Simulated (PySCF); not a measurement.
C₉H₁₆O.
Numbering: `[CH3:1][CH2:2][O:3][C@H:4]1[CH2:5][C@H:6]2[CH2:7][C@H:8]([CH2:9]2)[CH2:10]1`

Structure used (GFN2-xTB), in Å, numbered top down from 1:
```xyz
26
C9H16O angstrom
C      3.394    0.797    0.719
C      2.504   -0.215    0.015
O      1.260    0.392   -0.239
C      0.279   -0.460   -0.817
C     -0.447   -1.288    0.265
C     -1.729   -0.603    0.726
C     -1.553    0.922    0.671
C     -1.921    0.804   -0.815
C     -2.688   -0.477   -0.465
C     -0.679    0.441   -1.620
H      3.502    1.685    0.103
H      2.946    1.086    1.665
H      4.374    0.366    0.904
H      2.962   -0.533   -0.937
H      2.383   -1.110    0.643
H      0.794   -1.145   -1.510
H     -0.683   -2.282   -0.123
H      0.230   -1.412    1.113
H     -2.110   -1.051    1.645
H     -2.311    1.448    1.247
H     -0.565    1.313    0.898
H     -2.472    1.621   -1.282
H     -2.677   -1.281   -1.200
H     -3.713   -0.280   -0.156
H     -0.124    1.343   -1.883
H     -0.975   -0.061   -2.543
```

NICS is the negative of the GIAO shielding at a point without a nucleus: at the ring centre (0) and 1 Å above and below it (1); zz is the component along the ring normal. Level: GIAO PBE0/pcSseg-1 (PySCF, non-relativistic, gas phase) on the GFN2-xTB geometry, one conformer.

Ring bond lengths (Å), with Mayer bond orders in brackets: C4–C5 1.544 (0.98), C5–C6 1.524 (1.02), C6–C7 1.537 (0.95), C7–C8 1.536 (0.95), C8–C10 1.524 (1.01), C10–C4 1.541 (1.00); C6–C7 1.537 (0.95), C7–C8 1.536 (0.95), C8–C9 1.534 (0.96), C9–C6 1.534 (0.96).

Question: What do the NICS probes read (ppm)?

Answer: 
```
              ring                                            type  NICS(0)  NICS(1), two faces  NICS(1)zz, two faces  rms pucker (Å)  centre to ring atoms, mean (Å)
C4–C5–C6–C7–C8–C10  6-membered carbocycle; formal bonds all single     -1.6         -5.2 / -2.4           -2.5 / -0.2            0.37                            1.43
       C6–C7–C8–C9  4-membered carbocycle; formal bonds all single     -3.7         -1.9 / -1.6            0.8 / -4.8            0.18                            1.07
```

Question: What can be read from them?

Answer: 
- C4–C5–C6–C7–C8–C10: mean NICS(1)zz -1.3 ppm, near zero. C4, C5, C6, C7, C8, C10 have four or more neighbours, so the value isn't read as a sign of a π ring current.
- C6–C7–C8–C9: mean NICS(1)zz -2.0 ppm, near zero. C6, C7, C8, C9 have four or more neighbours, so the value isn't read as a sign of a π ring current. The two faces differ by 5.6 ppm, so no symmetry operation interchanges them.

Question: What are the shieldings of the ring atoms and their hydrogens in the same run (means over atoms taken as equivalent)?

Answer: 
```tsv
atoms	environment	σ isotropic (ppm)
C4	sp3 carbon bound to oxygen	112.2
C5 (×2)	ring CH2 carbon	145.3
C6 (×2)	sp3 carbon at a ring junction	153.5
C7	four-membered-ring carbon	158.5
C9	four-membered-ring carbon	148.0
H16	methine hydrogen	28.16
H17 (×2)	methylene hydrogen	29.75
H18 (×2)	methylene hydrogen	29.52
H19 (×2)	methine hydrogen	29.52
H20	methylene hydrogen	29.90
H21	methylene hydrogen	29.51
H23	methylene hydrogen	30.85
H24	methylene hydrogen	29.48
```

The run took 56 s wall on one thread of an Arm Neoverse V2, shared host, and the process peaked at 1.1 GiB of memory. This is the whole shielding run at PBE0/pcSseg-1, SCF included.
